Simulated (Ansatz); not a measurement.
Total energies of `CC(C)[Si](F)(C(C)C)C(C)C`.

Z-matrix (Å, degrees):
```
C
C 1 1.527
H 1 1.094 2 111.4
H 1 1.095 2 110.9 3 119.1
H 1 1.092 2 111.9 3 -120.6
Si 2 1.881 1 111.9 3 66.6
C 2 1.527 1 111.3 3 -60.8
H 2 1.099 1 107.6 3 -179.0
F 6 1.619 2 105.5 1 56.2
C 6 1.887 2 112.1 1 -60.0
C 6 1.882 2 111.6 1 171.5
H 7 1.094 2 112.5 1 -178.8
H 7 1.095 2 110.9 1 -58.4
H 7 1.094 2 111.3 1 60.4
C 10 1.528 6 113.1 2 145.6
C 10 1.529 6 112.3 2 -87.7
H 10 1.099 6 104.9 2 29.0
C 11 1.528 6 111.8 2 -172.6
C 11 1.528 6 111.4 2 -48.2
H 11 1.099 6 106.5 2 69.5
H 15 1.091 10 111.9 6 -54.3
H 15 1.095 10 110.6 6 -174.7
H 15 1.093 10 111.6 6 66.0
H 16 1.093 10 112.6 6 54.3
H 16 1.094 10 111.3 6 -66.3
H 16 1.095 10 110.7 6 174.6
H 18 1.095 11 110.7 6 178.6
H 18 1.092 11 112.3 6 -61.3
H 18 1.094 11 111.1 6 59.3
H 19 1.093 11 112.3 6 60.7
H 19 1.095 11 110.7 6 -179.1
H 19 1.094 11 111.2 6 -60.0
```

Total charge 0; spin multiplicity 1. The geometry is a stationary point of PBE0-D4/def2-TZVP. It is one conformer, not always the lowest. Basis def2-TZVPP, the Gaussian-basis code of Ansatz.

RPA on PBE orbitals: Hartree–Fock energy of these orbitals -741.57671 Eh, correlation -3.27882 Eh (frozen core).

| functional | energy without D4 (Eh) | D4 term (kJ/mol) |
| --- | --- | --- |
| B97M-V | -745.13628 | – |
| ωB97X-V | -745.06019 | – |

Give the same for LDA (SPW92), PBE, revPBE, BLYP, r2SCAN, PBE0, B3LYP, r2SCANh, r2SCAN0, HSE06 (plane-wave form), BHLYP, CAM-B3LYP, LC-ωPBE, ωB97M-V, B2PLYP, PBE-QIDH. (Best estimate.)

Ansatz gave: 
| functional | energy without D4 (Eh) | D4 term (kJ/mol) |
| --- | --- | --- |
| LDA (SPW92) | -740.04127 | – |
| PBE | -744.45707 | -89.1 |
| revPBE | -744.99529 | -260.0 |
| BLYP | -744.97248 | -188.2 |
| r2SCAN | -744.93366 | -26.2 |
| PBE0 | -744.56254 | -77.1 |
| B3LYP | -745.26003 | -139.6 |
| r2SCANh | -744.91713 | -27.5 |
| r2SCAN0 | -744.89456 | -30.0 |
| HSE06 (plane-wave form) | -744.52870 | -72.0 |
| BHLYP | -744.95539 | -103.3 |
| CAM-B3LYP | -744.99444 | -78.4 |
| LC-ωPBE | -744.87089 | – |
| ωB97M-V | -744.97515 | – |
| B2PLYP | -744.70225 | – |
| PBE-QIDH | -744.43177 | – |

B3LYP takes the VWN-RPA correlation (the form of Gaussian; ORCA's B3LYP/G). HSE06 is the plane-wave form, built on full-range PBE exchange. The double hybrids freeze the cores in their second-order part.

LC-ωPBE has ω = 0.4 bohr⁻¹.
